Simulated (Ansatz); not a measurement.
Ansatz (a program for electronic structure) job for Si(Cl)2(F)(SiH3) (Cl₂FH₃Si₂), SMILES F[Si]([SiH3])(Cl)Cl, PBE0/def2-SVPD. Coordinates come from a r2SCAN-D4/def2-SVP optimisation. The structure was generated by enumeration, and PubChem lists no compound with its InChIKey, so it may never have been made.

Ansatz 0.2 input:
```yaml
crystal:
  periodic: [false, false, false]
  atoms:
    - {symbol: F, position_ang: [-0.30073496, 1.87878494, 0.00000000]}
    - {symbol: Si, position_ang: [-0.08251462, 0.27493817, -0.00000000]}
    - {symbol: Si, position_ang: [2.18071476, -0.27101643, 0.00000001]}
    - {symbol: Cl, position_ang: [-1.01765788, -0.46426579, 1.67673695]}
    - {symbol: Cl, position_ang: [-1.01765787, -0.46426578, -1.67673696]}
    - {symbol: H, position_ang: [2.82229670, 0.28990798, -1.22433175]}
    - {symbol: H, position_ang: [2.82229669, 0.28990798, 1.22433178]}
    - {symbol: H, position_ang: [2.28758706, -1.75874813, 0.00000000]}
basis:
  gaussian:
    orbitals: def2-SVPD
hamiltonian:
  xc: {name: PBE0}
```

Log of the run:

```
WARN ansatz: RAYON_NUM_THREADS=1 ignored (pool sized by the plan → 1); use --threads N
Functional definition: PBE0
integrals: 0.11 GiB planned
1439 factors; their error is unknown
mean field: 0.85 GiB planned
mean field evaluation 1: about -43536.7361 eV, gradient 3.3e1 eV
mean field evaluation 2: about -43534.1575 eV, gradient 5.3e1 eV
mean field evaluation 4: about -43538.5805 eV, gradient 1.3e0 eV
mean field evaluation 8: about -43538.8968 eV, gradient 1.9e-2 eV
mean field -43538.89682693 eV, -1600.0249466655 hartree, gradient 3.8e-5 eV, S^2 0.000000; 0 other end points of the search recorded, 0 dependent functions left out
reference -43538.89686887 eV, -1600.0249482066 hartree; 37, 37 occupied and 112, 112 virtual orbitals, 1439 factors
Total energy: -43538.89686887 eV, -1600.0249482066 hartree
```

The run converged.

Cost: around 4 core-seconds (rough).
